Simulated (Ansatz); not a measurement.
One change: `[NH]=[Ta]([OH])([OH])[OH]` becomes `[NH]=[Ta]([NH2])([OH])[OH]`.

Ansatz, PBE0-D4/def2-TZVP geometries, multiplicity 1. Each molecule was computed in one conformer, which needn't be the lowest.

Elements past krypton have def2 core potentials.

```tsv
property	`[NH]=[Ta]([OH])([OH])[OH]`
LUMO energy (PBE0/def2-TZVPP) / eV	-0.22
size of the dipole moment (PBE/def2-TZVPP) / D	2.51
HOMO–LUMO gap (PBE/def2-TZVPP) / eV	4.85
HOMO–LUMO gap (B3LYP/def2-TZVPP) / eV	6.40
HOMO energy (ωB97M-V/def2-TZVPP) / eV	-9.53
ideal-gas entropy at 298 K and 1 bar (rigid rotor, harmonic PBE0-D4/def2-TZVP) / J/(mol·K)	376
```

(1) What does the change do to each property? (An estimate is asked.)

## Answers

(1) Ansatz gave: 
| property | `[NH]=[Ta]([NH2])([OH])[OH]` | shift |
| --- | --- | --- |
| LUMO energy (PBE0/def2-TZVPP) / eV | 0.11 | 0.33 |
| size of the dipole moment (PBE/def2-TZVPP) / D | 0.76 | -1.75 |
| HOMO–LUMO gap (PBE/def2-TZVPP) / eV | 5.39 | 0.54 |
| HOMO–LUMO gap (B3LYP/def2-TZVPP) / eV | 7.01 | 0.61 |
| HOMO energy (ωB97M-V/def2-TZVPP) / eV | -9.83 | -0.30 |
| ideal-gas entropy at 298 K and 1 bar (rigid rotor, harmonic PBE0-D4/def2-TZVP) / J/(mol·K) | 371 | -5 |

With PBE0 the HOMO falls by 0.26 eV and the LUMO rises by 0.33 eV, so the gap widens by about 0.59 eV. PBE moves the HOMO by -0.20 eV and ωB97M-V by -0.30 eV. The zero-point energy changes by 34.5 kJ/mol with +3 modes. Dipoles are sizes alone; their direction can turn.

B3LYP here is the variant with VWN-RPA as its local correlation; programs differ in this.
